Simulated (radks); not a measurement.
Task: Neutral rubidium, [Kr] 5s1. Method: non-relativistic Kohn-Sham, exchange-only PBE, spin-polarised, spherical densities, point nucleus; computed with a radial shooting solver on a logarithmic mesh with Libxc functionals. Every spin shell is full or empty, so the densities are truly spherical. Functionals are evaluated on that one density, not self-consistently. Rank these orbital-free kinetic functionals by their error against the exact value of the orbitals, and give that value: Thomas-Fermi, von Weizsacker, TF + vW, TF + vW/9, TF + vW/5, APBEK, revAPBEK, Perdew 92, Thakkar, Pearson, Ernzerhof.

Result: Exact: 2937.93 hartree. From best to worst, with 100 (|E| - |E exact|)/|E exact| (equal figures are ties): APBEK +0.12, revAPBEK +0.33, Ernzerhof -0.38, Thakkar -0.48, Perdew 92 -0.70, TF + vW/9 -0.71, Pearson -1.04, TF + vW/5 +3.37, Thomas-Fermi -5.81, TF + vW +40.11, von Weizsacker -54.08.
